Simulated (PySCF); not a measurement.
A structure optimised at PBE-D3(BJ)/def2-SVP, used in a PySCF frequency run:

```xyz
12

N     -1.9030     0.6419    -1.9311
C     -1.7488     0.1471    -0.6268
C     -0.6805    -0.4528    -0.1118
C      0.4244    -0.9367     0.4309
Si     1.7811     0.1729     1.1262
H     -2.8431     0.5032    -2.3125
H     -1.1957     0.3026    -2.5887
H     -2.6079     0.3444     0.0411
H      0.5705    -2.0366     0.4909
H      1.9950    -0.0975     2.5947
H      3.0961    -0.0891     0.4346
H      1.3995     1.6137     0.9371
```
Charge 0, spin multiplicity 1.

Q: Write its SMILES and formula.

A: NC=C=C[SiH3], C3H7NSi

Q: What are its rotational constants (standard atomic weights)?

A: 12.449, 1.5309, 1.4547 GHz
